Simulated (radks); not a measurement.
Dynamic dipole polarisability and lines of the sulfur ion S4+, [Ne] 3s2. Method: non-relativistic Kohn-Sham, exchange-only LDA, spin-polarised, spherical densities, point nucleus; computed with a radial shooting solver on a logarithmic mesh with Libxc functionals. Time-dependent linear response with the Hartree and adiabatic exchange-only LDA kernel, continuum included through the Sternheimer equations. Lines are the poles of the dipole polarisability below minus the highest occupied eigenvalue, found on a grid refined at the orbital gaps; the lowest seven at most are given, and weak or close lines can be missed. The first line takes the name of the lowest orbital gap if no other gap lies below it; otherwise a line is named after a gap within 0.6 % of it, if that gap stands alone.

photon energy (eV),alpha (bohr^3)
0,4.116
3.171,4.281
7.398,5.220
11.626,8.736
15.853,-1544
20.081,-6.293
24.308,-2.705
28.536,-1.532
32.763,-0.9423
36.990,-0.5284
41.218,1.111
45.445,-0.5821
49.673,-0.2438
53.900,-0.3939
58.128,-0.1373

Lines (eV, oscillator strength): 15.833 (78.31 nm, 3s-3p), f = 1.34; 41.778 (29.68 nm, 3s-4p), f = 0.102; 51.716 (23.97 nm, 3s-5p), f = 0.0365; 53.281 (23.27 nm, unassigned), f = 0.00698; 56.188 (22.07 nm, 3s-6p), f = 0.0198. Higher lines, where found, are left out when the end of the mesh affects them. Those listed give 97 % of the static polarisability (sum of f/w^2). Orbital energy gaps for comparison: 3s-3p 12.137 eV; 3s-4p 41.856 eV; 3s-5p 51.730 eV; 3s-6p 56.207 eV. At laser wavelengths: 1550 nm 4.126, 1064 nm 4.137, 780 nm 4.156, 532 nm 4.203, 355 nm 4.318, 266 nm 4.491, 193 nm 4.895 bohr^3.
